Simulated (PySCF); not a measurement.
BCl3 (SMILES ClB(Cl)Cl), singlet, geometry from GFN2-xTB; R2SCAN/STO-3G (PySCF).

The PySCF input:
```python
from pyscf import gto, scf, dft

mol = gto.Mole()
mol.atom = '''
    B    -0.00012924    0.00017465   -0.01065182
    Cl    0.02666439    1.72290836    0.02897049
    Cl    1.47887022   -0.88426276   -0.03139692
    Cl   -1.50549659   -0.83869697    0.00555932
'''
mol.basis = 'sto-3g'
mol.verbose = 4
mol.build()

mf = dft.RKS(mol)
mf.xc = 'r2scan'
mf.DIIS = scf.EDIIS
mf.kernel()
mf.analyze()
```

Output, abridged:

```
PySCF version 2.14.0

[INPUT] verbose = 4
[INPUT] num. atoms = 4
[INPUT] num. electrons = 56
[INPUT] charge = 0
[INPUT] spin (= nelec alpha-beta = 2S) = 0
[INPUT] symmetry False subgroup None
[INPUT] Mole.unit = angstrom
[INPUT] Symbol           X                Y                Z      unit          X                Y                Z       unit  Magmom
[...]
nuclear repulsion = 232.002561440211
number of shells = 18
number of NR pGTOs = 96
number of NR cGTOs = 32
basis = sto-3g
ecp = {}

******** <class 'pyscf.dft.rks.RKS'> ********
method = RKS
initial guess = minao
damping factor = 0
level_shift factor = 0
DIIS = <class 'pyscf.scf.diis.EDIIS'>
diis_start_cycle = 1
diis_space = 8
diis_damp = 0
SCF conv_tol = 1e-09
SCF conv_tol_grad = None
SCF max_cycles = 50
direct_scf = True
direct_scf_tol = 1e-13
XC library pyscf.dft.libxc version 7.1.2
    S. Lehtola, C. Steigemann, M. J. T. Oliveira, and M. A. L. Marques,  SoftwareX 7, 1–5 (2018)
XC functionals = r2scan
    J. W. Furness, A. D. Kaplan, J. Ning, J. P. Perdew, and J. Sun,  J. Phys. Chem. Lett. 11, 8208–8215 (2020)
    J. W. Furness, A. D. Kaplan, J. Ning, J. P. Perdew, and J. Sun,  J. Phys. Chem. Lett. 11, 9248–9248 (2020)
    J. W. Furness, A. D. Kaplan, J. Ning, J. P. Perdew, and J. Sun,  J. Phys. Chem. Lett. 11, 8208–8215 (2020)
    J. W. Furness, A. D. Kaplan, J. Ning, J. P. Perdew, and J. Sun,  J. Phys. Chem. Lett. 11, 9248–9248 (2020)
radial grids:
    Treutler-Ahlrichs [JCP 102, 346 (1995); DOI:10.1063/1.469408] (M4) radial grids

becke partition: Becke, JCP 88, 2547 (1988); DOI:10.1063/1.454033
pruning grids: <function nwchem_prune>
grids dens level: 3
symmetrized grids: False
atomic radii adjust function: <function treutler_atomic_radii_adjust>
small_rho_cutoff = 0
Set gradient conv threshold to 3.16228e-05
Initial guess from minao.
tot grids = 70688
init E= -1389.8107505369
[...]
cycle= 1 E= -1390.1082707911  delta_E= -0.298  |g|= 0.457  |ddm|=  2.8
[...]
cycle= 2 E= -1389.98071501527  delta_E= 0.128  |g|= 0.789  |ddm|= 1.95
[...]
cycle= 3 E= -1390.18674450493  delta_E= -0.206  |g|= 0.148  |ddm|= 1.41
[...]
cycle= 4 E= -1390.18674474005  delta_E= -2.35e-07  |g|= 0.148  |ddm|= 3.39e-06
[...]
cycle= 5 E= -1390.18674473984  delta_E= 2.08e-10  |g|= 0.148  |ddm|= 3.02e-09
[...]
cycle= 6 E= -1390.18674473984  delta_E= -4.09e-12  |g|= 0.148  |ddm|= 4.68e-11
[...]
cycle= 7 E= -1390.18674473932  delta_E= 5.19e-10  |g|= 0.148  |ddm|= 7.48e-09
[...]
cycle= 8 E= -1390.1867447423  delta_E= -2.97e-09  |g|= 0.148  |ddm|= 4.29e-08
[...]
cycle= 9 E= -1390.18674473802  delta_E= 4.28e-09  |g|= 0.148  |ddm|= 6.17e-08
[...]
cycle= 10 E= -1390.16938415282  delta_E= 0.0174  |g|= 0.256  |ddm|= 0.184
[...]
cycle= 11 E= -1390.17613816296  delta_E= -0.00675  |g|= 0.23  |ddm|= 0.782
[...]
cycle= 12 E= -1390.19522507767  delta_E= -0.0191  |g|= 0.0084  |ddm|= 0.344
[...]
cycle= 13 E= -1390.19522507749  delta_E= 1.82e-10  |g|= 0.0084  |ddm|= 4.7e-08
[...]
cycle= 14 E= -1390.19522507769  delta_E= -2.05e-10  |g|= 0.0084  |ddm|= 5.33e-08
[...]
cycle= 15 E= -1390.19522507765  delta_E= 4.46e-11  |g|= 0.0084  |ddm|= 1.15e-08
[...]
cycle= 16 E= -1390.19522507751  delta_E= 1.39e-10  |g|= 0.0084  |ddm|= 3.61e-08
[...]
cycle= 17 E= -1390.19522507753  delta_E= -1.64e-11  |g|= 0.0084  |ddm|= 4.83e-09
[...]
cycle= 18 E= -1390.19522507649  delta_E= 1.04e-09  |g|= 0.0084  |ddm|= 2.71e-07
[...]
cycle= 19 E= -1390.19162639729  delta_E= 0.0036  |g|= 0.0976  |ddm|= 0.171
[...]
cycle= 20 E= -1390.19472903315  delta_E= -0.0031  |g|= 0.0375  |ddm|= 0.218
[...]
cycle= 21 E= -1390.19501775303  delta_E= -0.000289  |g|= 0.025  |ddm|= 0.0197
[...]
cycle= 22 E= -1390.19501775306  delta_E= -3.77e-11  |g|= 0.025  |ddm|= 3.28e-09
[...]
cycle= 23 E= -1390.19501775302  delta_E= 3.91e-11  |g|= 0.025  |ddm|= 3.37e-09
[...]
cycle= 24 E= -1390.19501775462  delta_E= -1.59e-09  |g|= 0.025  |ddm|= 1.36e-07
[...]
cycle= 25 E= -1390.19501775134  delta_E= 3.28e-09  |g|= 0.025  |ddm|= 2.8e-07
[...]
cycle= 26 E= -1390.19501775334  delta_E= -2e-09  |g|= 0.025  |ddm|= 1.71e-07
[...]
cycle= 27 E= -1390.19501775317  delta_E= 1.72e-10  |g|= 0.025  |ddm|= 1.47e-08
[...]
cycle= 28 E= -1390.19477025485  delta_E= 0.000247  |g|= 0.0357  |ddm|= 0.0971
[...]
cycle= 29 E= -1390.1952431948  delta_E= -0.000473  |g|= 0.00444  |ddm|= 0.0644
[...]
cycle= 30 E= -1390.19524319478  delta_E= 2e-11  |g|= 0.00444  |ddm|= 8.16e-09
[...]
cycle= 31 E= -1390.19524319478  delta_E= 5e-12  |g|= 0.00444  |ddm|= 3.04e-09
[...]
cycle= 32 E= -1390.19524319476  delta_E= 1.86e-11  |g|= 0.00444  |ddm|= 9.53e-09
[...]
cycle= 33 E= -1390.19524319534  delta_E= -5.83e-10  |g|= 0.00444  |ddm|= 2.8e-07
[...]
cycle= 34 E= -1390.19524319485  delta_E= 4.88e-10  |g|= 0.00444  |ddm|= 2.34e-07
[...]
cycle= 35 E= -1390.19524319518  delta_E= -3.34e-10  |g|= 0.00444  |ddm|= 1.6e-07
[...]
cycle= 36 E= -1390.19518675331  delta_E= 5.64e-05  |g|= 0.0131  |ddm|= 0.0138
[...]
cycle= 37 E= -1390.19523060911  delta_E= -4.39e-05  |g|= 0.0073  |ddm|= 0.0325
[...]
cycle= 38 E= -1390.19524837068  delta_E= -1.78e-05  |g|= 0.00242  |ddm|= 0.00781
[...]
cycle= 39 E= -1390.19524837052  delta_E= 1.59e-10  |g|= 0.00242  |ddm|= 1.4e-07
[...]
cycle= 40 E= -1390.19524837028  delta_E= 2.4e-10  |g|= 0.00242  |ddm|= 2.15e-07
[...]
cycle= 41 E= -1390.19524837051  delta_E= -2.21e-10  |g|= 0.00242  |ddm|= 1.96e-07
[...]
cycle= 42 E= -1390.19524837068  delta_E= -1.72e-10  |g|= 0.00242  |ddm|= 1.54e-07
[...]
cycle= 43 E= -1390.19524837002  delta_E= 6.56e-10  |g|= 0.00242  |ddm|= 5.81e-07
[...]
cycle= 44 E= -1390.19524837015  delta_E= -1.24e-10  |g|= 0.00242  |ddm|= 1.09e-07
[...]
cycle= 45 E= -1390.19524440125  delta_E= 3.97e-06  |g|= 0.00406  |ddm|= 0.0103
[...]
cycle= 46 E= -1390.19525037616  delta_E= -5.97e-06  |g|= 0.000686  |ddm|= 0.00757
[...]
cycle= 47 E= -1390.19525037609  delta_E= 6.96e-11  |g|= 0.000686  |ddm|= 2.25e-07
[...]
cycle= 48 E= -1390.1952503762  delta_E= -1.08e-10  |g|= 0.000686  |ddm|= 3.45e-07
[...]
cycle= 49 E= -1390.19525037597  delta_E= 2.26e-10  |g|= 0.000686  |ddm|= 7.05e-07
[...]
cycle= 50 E= -1390.19525037584  delta_E= 1.36e-10  |g|= 0.000687  |ddm|= 4.21e-07
SCF not converged.
SCF energy = -1390.19525037584
**** SCF Summaries ****
Total Energy =                       -1390.195250375835712
Nuclear Repulsion Energy =             232.002561440210570
One-electron Energy =                -2382.235081473656919
Two-electron Energy =                  760.037269657610636
Two-electron Coulomb Energy =          848.610990015511902
DFT Exchange-Correlation Energy =      -88.573720357901237
HOMO-LUMO gap [eV] =                     6.194869295314991
**** MO energy ****
[...]
 ** Mulliken pop on meta-lowdin orthogonal AOs  **
 ** Mulliken pop  **
[...]
 ** Mulliken atomic charges  **
charge of    0B =      0.05355
charge of    1Cl =     -0.01784
charge of    2Cl =     -0.01786
charge of    3Cl =     -0.01785
Dipole moment(X, Y, Z, Debye): -0.00038,  0.00057, -0.03120
```

Convergence was not reached.
